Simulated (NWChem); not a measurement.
System: CH₄BFOS; SMILES COB(F)S

The following NWChem deck was run.

```
start job
memory heap 200 mb stack 900 mb global 1100 mb
geometry units angstroms noautosym nocenter noautoz
  B      0.558669    -0.104670    -0.085152
  F      1.746644    -0.670649    -0.263948
  O      0.468593     1.225625    -0.233196
  C     -0.731353     1.938444    -0.070292
  H     -1.498630     1.604436    -0.788780
  H     -1.133095     1.822350     0.950309
  H     -0.525213     3.002720    -0.246978
  S     -0.884609    -1.131770     0.347316
  H     -0.197862    -2.292596     0.348648
end
basis spherical
  B library pcsseg-1
  F library pcsseg-1
  O library pcsseg-1
  C library pcsseg-1
  H library pcsseg-1
  S library pcsseg-1
end
dft
  xc xpbe96 cpbe96
  iterations 150
end
property
  shielding 8 1 2 3 4 5 7 8 9
end
task dft property
```

Excerpt of the output:

```
             Northwest Computational Chemistry Package (NWChem) 7.3.0
             --------------------------------------------------------

                             Geometry "geometry" -> ""
                             -------------------------

 Output coordinates in angstroms (scale by  1.889725989 to convert to a.u.)

  No.       Tag          Charge          X              Y              Z
 ---- ---------------- ---------- -------------- -------------- --------------
    1 B                    5.0000     0.55866900    -0.10467000    -0.08515200
    2 F                    9.0000     1.74664400    -0.67064900    -0.26394800
    3 O                    8.0000     0.46859300     1.22562500    -0.23319600
    4 C                    6.0000    -0.73135300     1.93844400    -0.07029200
    5 H                    1.0000    -1.49863000     1.60443600    -0.78878000
    6 H                    1.0000    -1.13309500     1.82235000     0.95030900
    7 H                    1.0000    -0.52521300     3.00272000    -0.24697800
    8 S                   16.0000    -0.88460900    -1.13177000     0.34731600
    9 H                    1.0000    -0.19786200    -2.29259600     0.34864800

 Effective nuclear repulsion energy (a.u.)     215.7042035538

  pbe96 is a nonlocal functional; adding pw91lda local functional.
                              NWChem Property Module
                              ----------------------

  itol2e modified to match energy
  convergence criterion.

                                 NWChem DFT Module
                                 -----------------

 Summary of "ao basis" -> "ao basis" (spherical)
 ------------------------------------------------------------------------------
       Tag                 Description            Shells   Functions and Types
 ---------------- ------------------------------  ------  ---------------------
 B                          pcsseg-1                 7       17   3s3p1d
 F                          pcsseg-1                 7       17   3s3p1d
 O                          pcsseg-1                 7       17   3s3p1d
 C                          pcsseg-1                 7       17   3s3p1d
 H                          pcsseg-1                 3        5   2s1p
 S                          pcsseg-1                10       24   4s5p1d

  itol2e modified to match energy
  convergence criterion.

            General Information
            -------------------
          SCF calculation type: DFT
          Wavefunction type:  closed shell.
          No. of atoms     :     9
          No. of electrons :    48
           Alpha electrons :    24
            Beta electrons :    24
          Charge           :     0
          Spin multiplicity:     1
          Use of symmetry is: off; symmetry adaption is: off
          Maximum number of iterations: 150
          AO basis - number of functions:   112
                     number of shells:    50
          Convergence on energy requested:  1.00D-07
          Convergence on density requested:  1.00D-05
          Convergence on gradient requested:  5.00D-04

              XC Information
              --------------
          PerdewBurkeErnzerhof Exchange Functional  1.000
            Perdew 1991 LDA Correlation Functional  1.000 local
           PerdewBurkeErnz. Correlation Functional  1.000 non-local

[...]

          -----------------------------------------
          Chemical Shielding Tensors (GIAO, in ppm)
          -----------------------------------------

                                NWChem CPHF Module
                                ------------------

  scftype          =     RHF
  nclosed          =       24
  nopen            =        0
  variables        =     2112
  # of vectors     =        3
  tolerance        = 0.10D-03
  level shift      = 0.00D+00
  max iterations   =       50
  max subspace     =       30

 SCF residual:    6.9756072246022493E-005

Iterative solution of linear equations
  No. of variables     2112
  No. of equations        3
  Maximum subspace       30
        Iterations       50
       Convergence  1.0D-04

   iter   nsub   residual    time
   ----  ------  --------  ---------
     1      3    3.35D-05      45.5

      Atom:    1  B
        Diamagnetic
    205.7774     -0.2808     -5.1634
     -0.2808    206.1510     -3.0907
     -5.1634     -3.0907    182.5325

        Paramagnetic
   -155.4439     14.6130      8.3887
     14.6130   -129.7723     -0.1922
      8.3887     -0.1922   -108.5669

        Total Shielding Tensor
     50.3335     14.3322      3.2253
     14.3322     76.3788     -3.2829
      3.2253     -3.2829     73.9656

           isotropic =      66.8926
          anisotropy =      24.2437

          Principal Components and Axis System
                 1           2           3
               83.0551     74.2316     43.3912

      1         0.3776      0.2042      0.9032
      2         0.9056      0.1219     -0.4062
      3        -0.1931      0.9713     -0.1389

      Atom:    2  F
        Diamagnetic
    485.8237    -11.2801     -3.7779
    -11.2801    466.3256      1.7197
     -3.7779      1.7197    461.7061

        Paramagnetic
   -202.8437     10.8722     10.6371
     10.8722   -363.6563     25.0619
     10.6371     25.0619   -151.1651

        Total Shielding Tensor
    282.9800     -0.4079      6.8592
     -0.4079    102.6693     26.7817
      6.8592     26.7817    310.5410

           isotropic =     232.0635
          anisotropy =     124.9232

          Principal Components and Axis System
                 1           2           3
              315.3456    281.5793     99.2655

      1         0.2043      0.9789      0.0069
      2         0.1219     -0.0324      0.9920
      3         0.9713     -0.2018     -0.1260

      Atom:    3  O
        Diamagnetic
    394.6041    -14.7053     -2.3701
    -14.7053    409.7289     -1.3218
     -2.3701     -1.3218    375.2235

        Paramagnetic
   -332.3752    114.0912     43.2592
    114.0912   -177.9963     -9.0094
     43.2592     -9.0094    -66.5662

        Total Shielding Tensor
     62.2290     99.3859     40.8891
     99.3859    231.7326    -10.3312
     40.8891    -10.3312    308.6574

           isotropic =     200.8730
          anisotropy =     172.6308

          Principal Components and Axis System
                 1           2           3
              315.9602    276.0637     10.5951

      1         0.2043      0.3828      0.9010
      2         0.1219      0.9033     -0.4114
      3         0.9713     -0.1939     -0.1379

      Atom:    4  C
        Diamagnetic
    253.0374     -7.5169     -1.7247
     -7.5169    248.4237      0.5678
     -1.7247      0.5678    240.6434

        Paramagnetic
   -100.2281    -29.3514     -5.4057
    -29.3514   -123.0288      3.6111
     -5.4057      3.6111   -142.7619

        Total Shielding Tensor
    152.8092    -36.8683     -7.1303
    -36.8683    125.3949      4.1789
     -7.1303      4.1789     97.8815

           isotropic =     125.3619
          anisotropy =      80.8627

          Principal Components and Axis System
                 1           2           3
              179.2703     99.9089     96.9064

      1         0.8174      0.5386      0.2043
      2        -0.5672      0.8145      0.1219
      3        -0.1007     -0.2154      0.9713

      Atom:    5  H
        Diamagnetic
     33.5104     -0.4937      7.3793
     -0.4937     26.4399      0.5625
      7.3793      0.5625     26.6191

        Paramagnetic
     -3.4501     -1.9584     -4.4569
     -1.9584      0.8214     -1.6589
     -4.4569     -1.6589     -1.2356

        Total Shielding Tensor
     30.0603     -2.4521      2.9223
     -2.4521     27.2613     -1.0965
      2.9223     -1.0965     25.3835

           isotropic =      27.5684
          anisotropy =       7.8068

          Principal Components and Axis System
                 1           2           3
               32.7729     25.9554     23.9768

      1         0.8119      0.3801     -0.4432
      2        -0.4380      0.8984     -0.0318
      3         0.3861      0.2199      0.8959

      Atom:    6  H
        Diamagnetic
     24.2513     -0.7850     -0.4134
     -0.7850     40.0838     -2.1243
     -0.4134     -2.1243     22.1693

        Paramagnetic
      1.9002     -1.5021      0.1238
     -1.5021     -7.6257      1.4710
      0.1238      1.4710      1.3835

        Total Shielding Tensor
     26.1515     -2.2872     -0.2896
     -2.2872     32.4580     -0.6533
     -0.2896     -0.6533     23.5528

           isotropic =      27.3874
          anisotropy =       8.7631

          Principal Components and Axis System
                 1           2           3
               33.2295     25.5228     23.4100

      1        -0.3050      0.9302      0.2042
      2         0.9508      0.2850      0.1218
      3        -0.0551     -0.2313      0.9713

      Atom:    7  S
        Diamagnetic
   1058.5259      1.8046     -1.3431
      1.8046   1060.8213     -1.3342
     -1.3431     -1.3342   1053.6668

        Paramagnetic
   -485.8543     68.0296      0.9127
     68.0296   -309.8305    -30.7718
      0.9127    -30.7718   -437.2394

        Total Shielding Tensor
    572.6716     69.8342     -0.4303
     69.8342    750.9907    -32.1060
     -0.4303    -32.1060    616.4273

[...]
```

Level: PBE/pcSseg-1, GIAO. All runs use the structure optimised with PBE0/def2-SVP. The output numbers the shielded atoms by their place in the input's list. The printed shielding anisotropy is the first printed principal value minus the mean of the other two.
